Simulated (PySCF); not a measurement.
```xyz
5

O      1.2387    -0.3858    -0.0246
B     -0.0705    -0.1336    -0.0065
B     -1.6113    -0.6502    -0.0275
B     -1.3942     0.8056     0.0475
H      1.8375     0.3641     0.0111
```

Charge 0, multiplicity 1.

Give the Mulliken and meta-Löwdin atomic charges from PBE-D3(BJ)/def2-TZVP // CAM-B3LYP-D3(BJ)/def2-TZVP run with PySCF.


```tsv
atom	Mulliken (e)	meta-Löwdin (e)
O1	-0.34	-0.45
B2	0.15	0.22
B3	-0.06	-0.06
B4	-0.09	-0.08
H5	0.34	0.38
```
